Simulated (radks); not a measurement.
Spherical quantum dot in the effective-mass picture: electrons in a parabolic well V = omega^2 r^2 / 2 with omega = 0.915, with a point charge +1 (a donor) at the centre, all in effective atomic units (hartree* = m*/eps^2 hartree, bohr* = eps/m* bohr), one dielectric constant everywhere. Calculated with a radial shooting solver with Libxc functionals: non-relativistic Kohn-Sham, LDA (Slater exchange, Perdew-Wang correlation), spin-polarised, spherical densities. Levels are named by radial order and angular momentum (1s, 1p, 1d, 2s, ...), and open shells are averaged over m.

N = 5, configuration 1s2 1p(up 3, down 0). This is the lowest configuration that the search found. Occupied and some empty levels:

level    occupation  eigenvalue (hartree*)  <r> (bohr*)
1s up             1                 2.9837        1.132
1s down           1                 3.1055        1.111
1p up             3                 3.9275        1.677
1p down           0                 4.0726        1.689
2s up             0                 4.5442        1.773
2s down           0                 4.6410        1.801
1d up             0                 4.7329        2.002
1d down           0                 4.8647        2.027
1f up             0                 5.5486        2.262
1f down           0                 5.6598        2.292

Energy (hartree*): total 10.8410, kinetic 4.5883, external 0.70917, Hartree 7.7073, exchange-correlation -2.1638.

Electron density:

r (bohr*)  n(r) (e/bohr*^3)
0.0630               0.8067
0.300                0.5213
0.538                0.3611
0.775                0.2676
1.01                 0.2054
1.25                 0.1560
1.49                 0.1127
1.73                0.07519
1.96                0.04561
2.20                0.02487
2.44                0.01209
2.67               0.005254
2.91               0.002037
3.15              0.0007013
